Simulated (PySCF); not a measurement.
Isomers of C7H13F. Computed with PBE0-D3(BJ)/def2-SVP geometry optimisation, gas phase in PySCF 2.14.0. Energies are electronic, without zero-point or thermal terms, for one conformer each. No frequencies were run at this level. Point groups hold within 0.08 Å.

Task: Rank from lowest to highest electronic energy at this level (kcal/mol).
A. `[CH3:1][C@@H:2]1[C@H:3]([CH3:4])[CH2:5][CH2:6][C@H:7]1[F:8]` with C1–C2–C3–C4 49°, C2–C3–C5–C6 -29°, C3–C5–C6–C7 4°, C5–C6–C7–F8 -94°
B. `[CH3:1][C:2]([CH3:3])=[C:4]([CH3:5])[CH2:6][CH2:7][F:8]` with C2–C4–C6–C7 95°, C4–C6–C7–F8 176°
C. `[CH3:1][CH2:2][CH2:3]/[C:4]([CH3:5])=[CH:6]\[CH2:7][F:8]` with C1–C2–C3–C4 178°, C2–C3–C4–C5 -86°, C4–C6–C7–F8 133°
D. `CC(C)(C)[C@@H]1C[C@H]1F`

Result: A (0.0), B (22.0), C (23.7), D (25.5).

As drawn, the highest has a three-membered ring and a quaternary carbon, which the lowest lacks. Neighbours under 2.5 kcal/mol apart (CC(C)=C(C)CCF and CCC/C(C)=C\CF; CCC/C(C)=C\CF and CC(C)(C)[C@@H]1C[C@H]1F) can change places with a better method, another conformer or zero-point energy.

| SMILES | E (Eh) | E rel (kcal/mol) | dipole (D) | point group | A, B, C (MHz) |
| --- | --- | --- | --- | --- | --- |
| C[C@@H]1[C@H](C)CC[C@H]1F | -373.74104 | 0.0 | 1.64 | C1 | 2726, 1699, 1512 |
| CC(C)=C(C)CCF | -373.70597 | 22.0 | 2.11 | C1 | 3235, 1092, 881.7 |
| CCC/C(C)=C\CF | -373.70329 | 23.7 | 2.39 | C1 | 2598, 1042, 795.1 |
| CC(C)(C)[C@@H]1C[C@H]1F | -373.70042 | 25.5 | 1.73 | C1 | 3256, 1306, 1214 |

Task: How do the relative energies change in single points at HF/pcSseg-1 (no added dispersion term) on the same geometries?

Result: 
```json
{"SMILES": "C[C@@H]1[C@H](C)CC[C@H]1F", "PBE0-D3(BJ)/def2-SVP (kcal/mol)": "0.0", "HF/pcSseg-1 (kcal/mol)": "0.0", "shift": "0.0"}
{"SMILES": "CC(C)=C(C)CCF", "PBE0-D3(BJ)/def2-SVP (kcal/mol)": "22.0", "HF/pcSseg-1 (kcal/mol)": "16.3", "shift": "-5.7"}
{"SMILES": "CCC/C(C)=C\\CF", "PBE0-D3(BJ)/def2-SVP (kcal/mol)": "23.7", "HF/pcSseg-1 (kcal/mol)": "15.6", "shift": "-8.1"}
{"SMILES": "CC(C)(C)[C@@H]1C[C@H]1F", "PBE0-D3(BJ)/def2-SVP (kcal/mol)": "25.5", "HF/pcSseg-1 (kcal/mol)": "25.9", "shift": "+0.4"}
```

Each column counts from its own lowest isomer. The lowest isomer stays, but the order above it changes; the largest shift is 8.1 kcal/mol.
